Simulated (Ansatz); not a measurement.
Input and output for C₇H₁₂, SMILES `CC#CCCCC`.

```yaml
crystal:
  periodic: [false, false, false]
  atoms:
    - {symbol: C, position_ang: [0.958725, -2.535769, -2.395792]}
    - {symbol: C, position_ang: [0.558704, -1.996487, -1.109412]}
    - {symbol: C, position_ang: [0.230327, -1.554680, -0.040156]}
    - {symbol: C, position_ang: [-0.182374, -1.000598, 1.240624]}
    - {symbol: C, position_ang: [-0.813316, 0.388010, 1.124126]}
    - {symbol: C, position_ang: [0.140192, 1.442436, 0.590348]}
    - {symbol: C, position_ang: [-0.509274, 2.808835, 0.461082]}
    - {symbol: H, position_ang: [1.157481, -1.735646, -3.113511]}
    - {symbol: H, position_ang: [1.868086, -3.135393, -2.304642]}
    - {symbol: H, position_ang: [0.177634, -3.174730, -2.815749]}
    - {symbol: H, position_ang: [-0.891826, -1.686973, 1.714862]}
    - {symbol: H, position_ang: [0.686618, -0.950274, 1.907598]}
    - {symbol: H, position_ang: [-1.692276, 0.325678, 0.473548]}
    - {symbol: H, position_ang: [-1.175830, 0.687349, 2.113945]}
    - {symbol: H, position_ang: [1.011277, 1.507322, 1.253305]}
    - {symbol: H, position_ang: [0.521853, 1.116550, -0.382549]}
    - {symbol: H, position_ang: [-0.879533, 3.165651, 1.426642]}
    - {symbol: H, position_ang: [-1.360523, 2.775709, -0.224840]}
    - {symbol: H, position_ang: [0.194069, 3.552990, 0.080546]}
basis:
  gaussian: {orbitals: pcseg-2}
hamiltonian: {xc: {name: PBE0-DH}, pseudopotentials: {relativity: scalar}}
accuracy: high
```

```sh
$ ansatz run in.yaml --threads 2 --pin off --events-out ev --progress --plain --max-ram 32768MiB --backend cuda --devices 0, --max-vram 18GiB
```

It prints (some lines left out):

```
Functional definition: PBE0-DH
7063 factors; integrals over basis functions are off by at most 8.0e-8 eV
mean field evaluation 1: about -7435.1431 eV, gradient 6.4e1 eV
mean field evaluation 2: about -7435.3847 eV, gradient 6.4e1 eV
mean field evaluation 4: about -7445.0748 eV, gradient 5.6e0 eV
mean field evaluation 8: about -7445.1477 eV, gradient 1.2e0 eV
mean field evaluation 16: about -7445.1508 eV, gradient 3.3e-4 eV
mean field -7445.15075118 eV, -273.6042436014 hartree, gradient 2.6e-8 eV, S^2 0.000000; 0 other end points of the search recorded, 0 dependent functions left out
7 core orbitals not correlated: weight in the atoms' cores, before any rotation towards them, 1.000 or more for the frozen orbitals, at most 0.000 for the correlated occupied ones
reference -7445.15075448 eV, -273.6042437229 hartree; 20, 20 occupied and 351, 351 virtual orbitals, 7063 factors
second order -38.86204078 eV of doubles, -0.00000000 eV of singles
Total energy: -7450.00850958 eV, -273.7827629300 hartree
Relativity: scalar
```

Run time 12 s (2 threads of an AMD EPYC 7R13 on a shared host and a share of an NVIDIA H100 80 GB); peak host memory 4.2 GiB.
